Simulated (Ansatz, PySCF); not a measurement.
CH6OSSi, SMILES [SiH2](SC)O. Atoms are numbered in the order given.

```xyz
10

Si     0.8305    -0.0175    -0.9306
O      1.7550    -0.3927     0.4008
S     -0.8697     1.2237    -0.5658
C     -2.0545    -0.0011     0.0822
H      0.3242    -1.2736    -1.5687
H      1.7144     0.7692    -1.8245
H      1.3660    -0.9764     1.0579
H     -2.1283    -0.8762    -0.5795
H     -1.7894    -0.3234     1.0989
H     -3.0345     0.4930     0.1200
```
Charge 0, spin multiplicity 1.

The structure is a stationary point at PBE0-D3(BJ)/def2-SVP. One conformer was computed; it need not be the lowest.

Two levels are set side by side: PBE-D3(BJ)/def2-SVP (Ansatz, a quantum-chemistry and plane-wave program) and PBE0-D3(BJ)/def2-SVP (Ansatz). Each level has its own optimised geometry; the coordinates shown are those of the second. Frequencies come from the Hessian of PySCF at each geometry. Differences are taken from unrounded values.

```tsv
quantity	PBE0-D3(BJ)
mean bond length (Å)	1.429
bond Si1–O2 (Å)	1.664
bond Si1–S3 (Å)	2.136
bond S3–C4 (Å)	1.823
bond Si1–H5 (Å)	1.497
bond Si1–H6 (Å)	1.483
bond O2–H7 (Å)	0.961
bond C4–H8 (Å)	1.100
bond C4–H9 (Å)	1.099
bond C4–H10 (Å)	1.098
highest harmonic wavenumber (cm⁻¹)	3938
mean harmonic wavenumber (cm⁻¹)	1290
zero-point energy (kcal/mol)	44.28
```

Q: What does PBE-D3(BJ) give, and how far is it from PBE0-D3(BJ)? (An estimate is asked for; the answer gives what the named calculation found.)

A: 
```
quantity                            PBE-D3(BJ)  PBE-D3(BJ) minus PBE0-D3(BJ)
----------------------------------  ----------  ----------------------------
mean bond length (Å)                     1.441                         0.012
bond Si1–O2 (Å)                          1.682                         0.018
bond Si1–S3 (Å)                          2.152                         0.016
bond S3–C4 (Å)                           1.839                         0.016
bond Si1–H5 (Å)                          1.509                         0.012
bond Si1–H6 (Å)                          1.494                         0.011
bond O2–H7 (Å)                           0.973                         0.012
bond C4–H8 (Å)                           1.108                         0.008
bond C4–H9 (Å)                           1.107                         0.008
bond C4–H10 (Å)                          1.106                         0.008
highest harmonic wavenumber (cm⁻¹)        3765                          -173
mean harmonic wavenumber (cm⁻¹)           1247                           -44
zero-point energy (kcal/mol)             42.78                         -1.49
```

Exact exchange shortens and stiffens bonds; PBE has none. Differences between two approximate levels are no errors against the true value.
